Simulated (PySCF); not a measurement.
This script is equivalent to a calculation on C⁺ (carbon, charge +1).

```python
from pyscf import gto, scf, dft, mp, cc
import basis_set_exchange as bse
mol = gto.M(atom="C 0 0 0", charge=1, spin=1, symmetry="D2h",
            basis=gto.basis.parse(bse.get_basis("aug-cc-pwCVDZ", elements=["C"], fmt="nwchem")))
mf = scf.UHF(mol)
mf.irrep_nelec = {'Ag': (2, 2), 'B2u': (1, 0)}
mf.kernel()
```

Q: What total energy does it give?

A: -37.29077 hartree (calculated).

Q: Which occupied shell lies highest, and where?

A: 2p α, at -24.795 eV.

Q: What is ⟨S²⟩, and what would a pure spin state give?

A: 0.756, against 0.75.
